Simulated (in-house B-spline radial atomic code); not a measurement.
Mn¹⁰⁺. Computed with a B-spline radial atomic code. Model: all-electron spherical atom, spin shells full or empty, radial basis limit, no spin-orbit coupling, Breit or QED, empty-state partial waves extrapolated as (l+1/2)^-4, RPA, G0W0 and static COHSEX of the highest shell as one setting changes (uncorrelated shells keep exact exchange).

Given: element Mn; charge 10; filled core Ne; hamiltonian one-electron scalar X2C; mean-field start LDA VWN5; highest l of empty states 9; nuclear rms radius 3.7057 fm; highest mean-field shell 3p up.

Shell: 3s 1 1, 3p 3 0 (electrons up and down).

| lowest nl shells left uncorrelated | RPA correlation energy (hartree) | G0W0 level (eV) | G0W0 minus most complete (meV) | COHSEX level (eV) | linearised minus solved G0W0 (meV) |
| --- | --- | --- | --- | --- | --- |
| 0 | -1.0318 | -284.42 | 0 | -288.48 | -22 |
| 1 | ? | ? | ? | ? | ? |
| 2 | -0.73361 | -284.38 | 41.4 | -288.47 | -21.9 |
| 3 | ? | ? | ? | ? | ? |
| 4 | -0.11683 | -285.25 | -830.4 | -287.94 | 16.4 |

Q: What follows for lowest nl shells left uncorrelated = 1?

A: RPA correlation energy -0.88853 hartree; G0W0 level -284.41 eV; G0W0 minus most complete 14.4 meV; COHSEX level -288.48 eV; linearised minus solved G0W0 -21.9 meV.

Q: What follows for lowest nl shells left uncorrelated = 3?

A: RPA correlation energy -0.31301 hartree; G0W0 level -284.17 eV; G0W0 minus most complete 250.6 meV; COHSEX level -288.05 eV; linearised minus solved G0W0 -21.7 meV.
